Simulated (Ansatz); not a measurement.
C$_{2}$H$_{6}$B$_{2}$ (`BC(B)=C`) from Hartree–Fock to CCSD(T)

```
atom   x (Å)   y (Å)   z (Å)
  B1  -1.306  -0.757   0.306
  C2  -0.002   0.016  -0.008
  B3   1.424  -0.476   0.344
  C4  -0.116   1.208  -0.636
  H5  -1.285  -1.820   0.855
  H6  -2.363  -0.283  -0.007
  H7   2.371   0.203   0.057
  H8   1.604  -1.521   0.897
  H9   0.756   1.810  -0.891
 H10  -1.084   1.621  -0.916
```

Total charge 0; spin multiplicity 1. All single points use the PBE0-D4/def2-TZVP geometry. Frozen core, restricted reference, Ansatz 0.2.0. CBS rows extrapolate triple and quadruple zeta; past MP2 they add the triple-zeta difference.

```
     basis     HF (Eh)  MP2 corr.  CCSD corr.    (T)  CCSD(T) total
  def2-SVP  -128.44863   -0.42418           ?      ?              ?
def2-TZVPP  -128.58982   -0.51672    -0.56164      ?              ?
def2-QZVPP  -128.59586   -0.54940           –      –              –
 CBS(def2)  -128.59670          ?    -0.61853  as TZ              ?
```

Fill in the withheld values. (Best estimate.)

Computed: def2-SVP CCSD corr.: -0.47581; def2-SVP (T): -0.01627; def2-SVP CCSD(T) total: -128.94071; def2-TZVPP (T): -0.02361; def2-TZVPP CCSD(T) total: -129.17507; CBS(def2) MP2 corr.: -0.57361; CBS(def2) CCSD(T) total: -129.23884.
